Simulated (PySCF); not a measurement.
Species: C₆H₈O₂.
Geometry (GFN2-xTB, Å), atoms numbered from 1 in this order:
```xyz
16
C6H8O2 angstrom
C     -2.1643    0.2991   -0.3190
C     -0.9546   -0.3098    0.3757
C      0.3487    0.4201    0.0008
C      1.5490   -0.0785    0.7413
C      2.4141   -0.5592   -0.1415
O      1.9825   -0.4459   -1.4401
C      0.7590    0.1454   -1.4416
O      0.1563    0.3762   -2.4479
H     -2.3200    1.3240    0.0112
H     -2.0182    0.3024   -1.3956
H     -3.0572   -0.2774   -0.0897
H     -0.8609   -1.3636    0.1037
H     -1.0769   -0.2537    1.4599
H      0.1958    1.4956    0.1370
H      1.6577   -0.0565    1.8064
H      3.3812   -1.0092   -0.0193
```

The closed-shell SCF was solved with PySCF and density fitting under several settings on one GFN2-xTB geometry (grid level 2 and gas phase unless stated).

```
      settings  basis functions  SCF cycles     E (Eh)  HOMO (eV)  LUMO (eV)  dipole (D)
 PBE0/pcSseg-1              176          15  -383.4119      -7.29      -0.57        3.83
PBE0/def2-SVPD              230          15  -383.1969      -7.33      -0.68        3.87
```

Task: Estimate the row for these settings: OLYP/cc-pVDZ, fitting basis def2-universal-jkfit.

Result: 
| settings | basis functions | SCF cycles | E (Eh) | HOMO (eV) | LUMO (eV) | dipole (D) |
| --- | --- | --- | --- | --- | --- | --- |
| OLYP/cc-pVDZ, fitting basis def2-universal-jkfit | 152 | 13 | -383.7843 | -5.67 | -1.12 | 3.23 |

Task: Over all rows, what range does the HOMO–LUMO gap span?

Result: From 4.55 eV (OLYP/cc-pVDZ, fitting basis def2-universal-jkfit) to 6.72 eV (PBE0/pcSseg-1). The functional of the narrowest has no exact exchange, that of the widest 25 % exact exchange.

Task: Compare two rows with the functional PBE0: PBE0/pcSseg-1 and PBE0/def2-SVPD. Which energy is lower, and by how much?

Result: PBE0/pcSseg-1 (176 functions) lies 0.2150 Eh or 135 kcal/mol below PBE0/def2-SVPD (230 functions). The smaller set gives the lower energy; the two sets aren't nested, so the variational bound doesn't order them by size.

Whole jobs, the steps after the SCF included, on one thread of an AMD EPYC 9R14, on a shared host:

```csv
settings,work after the SCF,wall time,peak memory
PBE0/pcSseg-1,"shieldings, ring-centre shieldings, charges and field gradients",17 s,0.79 GiB
PBE0/def2-SVPD,"6 singlets by full TDDFT, 2 Tamm–Dancoff triplets, polarisability",24 s,0.95 GiB
"OLYP/cc-pVDZ, fitting basis def2-universal-jkfit","shieldings, ring-centre shieldings",21 s,0.67 GiB
```

Cycle counts include a coarse-grid stage where the run had one.

One conformer stands for the species.
